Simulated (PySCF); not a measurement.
## Bond length, frequency and bond energy of TeH⁺ by level of theory

State: ³Σ⁻ (triplet), unpaired electrons π ↑↑. Set-up: Te def2-SVP with ECP28, H def2-SVP; scalar-relativistic core potentials (PySCF 2.14). De refers to Te⁺ + H in their high-spin ground configurations, without counterpoise correction. The functionals are run spin-unrestricted. A positive dipole points towards H; it is taken about the centre of mass and depends on that origin.

```tsv
Level	Re (Å)	ωe (cm⁻¹)	De (eV)	μ (D)	CPU s a point (SCF and correlation, without the integrals)
UHF	1.656	2248	1.67	0.88	0.051
UHF-MP2	1.663	2174	2.23	n/a	0.082
UHF-SCS-MP2	1.665	2169	2.31	n/a	n/a
UHF-CCSD	1.673	2099	2.38	n/a	n/a
UHF-CCSD(T)	1.675	2086	2.41	n/a	1.2
PBE	1.695	2037	2.83	0.79	0.42
TPSS	1.684	2090	2.93	0.75	0.67
r²SCAN	1.678	2108	2.81	0.84	0.62
M06-L	1.679	2121	2.92	0.68	0.59
PBE0	1.677	2127	2.74	0.83	0.65
B2PLYP	1.674	2126	2.68	0.82	0.39
```

Q: Which functional lies closest to UHF-CCSD(T) in De, which farthest, and by how much do they differ from it?

A: Closest is B2PLYP (-0.1 pm in Re, +1.9 % in ωe, +0.27 eV in De against UHF-CCSD(T) in the same basis), farthest TPSS (+0.9 pm in Re, +0.2 % in ωe, +0.52 eV in De). CCSD(T) converges more slowly with the basis than the functionals do and binds too weakly in this one, so the order can change at the basis-set limit.

Q: What does the step from GGA to meta-GGA do here, going from PBE to r²SCAN?

A: r²SCAN less PBE: -1.7 pm in Re, +3.5 % in ωe, -0.02 eV in De. 

Q: What does second-order correlation do here, going from UHF to UHF-MP2?

A: UHF-MP2 less UHF: +0.7 pm in Re, -3.3 % in ωe, +0.56 eV in De. Correlation nearly always deepens the well. The bond lengthens, as in strong covalent bonds, where excitations into antibonding orbitals dominate.

Correlated steps freeze 4 core orbitals. Correlated levels converge slowly with the basis: in double zeta they bind strong bonds too weakly, by up to about 1 eV, and carry superposition errors of some tenths. These are scalar-relativistic numbers at best; spin–orbit coupling would shift them, the dissociation energy most. For an ion De counts to the pair picked by the measured ionisation energies or electron affinities, which need not be the lowest pair at this level. B2PLYP dipoles, levels and charges come from its SCF part alone. The state is the lowest determinant that a PBE0 search found; another state may lie lower at other levels.

The whole job (state search and all levels along the bond) took about 1.3 min on 1 thread of Arm Neoverse N1 (shared host), peak memory 0.38 GiB.
